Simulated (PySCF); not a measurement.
Simulated Si 2p region for `[SiH3]SBP`, binding energy against the vacuum level.

Every computed line was given a Gaussian of 0.7 eV full width at half maximum and an area set by the number of equivalent atoms (split 2:1 within a doublet); the highest printed point is 100. Theory: delta-SCF UKS SCAN, pcX-2 on the ionised atom, pcseg-1 elsewhere, spin-free X2C (PySCF 2.14.0).

binding energy (eV), intensity and a bar:
```
    106.4          0 
    106.5          1 
    106.6          2 #
    106.7          5 #
    106.8         11 ###
    106.9         21 ######
    107.0         35 ##########
    107.1         53 ################
    107.2         73 ######################
    107.3         89 ###########################
    107.4         99 ##############################
    107.5        100 ##############################
    107.6         94 ############################
    107.7         85 #########################
    107.8         75 #######################
    107.9         68 ####################
    108.0         61 ##################
    108.1         53 ################
    108.2         44 #############
    108.3         34 ##########
    108.4         23 #######
    108.5         15 ####
    108.6          8 ##
    108.7          4 #
    108.8          2 
    108.9          1 
    109.0          0
```

Task: Count the maxima, the lines and the sites behind this envelope.

Result: The curve has 1 maximum (at 107.5 eV). Under it lie 2 lines from 1 inequivalent silicon site, drawn as a 2p3/2, 2p1/2 pair. At this width some lines have no maximum of their own.

Task: Decompose the envelope and assign each component. Numbering: `[SiH3:1][S:2][BH:3][PH2:4]`.

Result: 
| position (eV) | relative area | line | atoms | environment |
| --- | --- | --- | --- | --- |
| 107.42 | 0.67 | Si 2p3/2 | Si1 | SiH3 silicon |
| 108.04 | 0.33 | Si 2p1/2 | Si1 | SiH3 silicon |

No satellites, vibrations or lifetime broadening are included. The 2p values aren't plain energy differences: one relaxed spin-free 2p hole is combined with a matrix within the shell (ground-state 2p orbital-energy differences and spin–orbit coupling). 2p3/2, the mean of its two sublevels, lies a third of the splitting below the shell's mean and 2p1/2 two thirds above it; the statistical areas are 2:1. 2p1/2 minus 2p3/2 (ligand field included): Si 0.62 eV. The structure is a single PBE0-D3(BJ)/def2-SVP conformer in the gas phase; no vibrational or solvent corrections.

The values belong to the conformer `[SiH3:1][S:2][BH:3][PH2:4]`: Si1–S2–B3–P4 -6°, H–P4–B3–S2 44°, H–P4–B3–S2 144°.
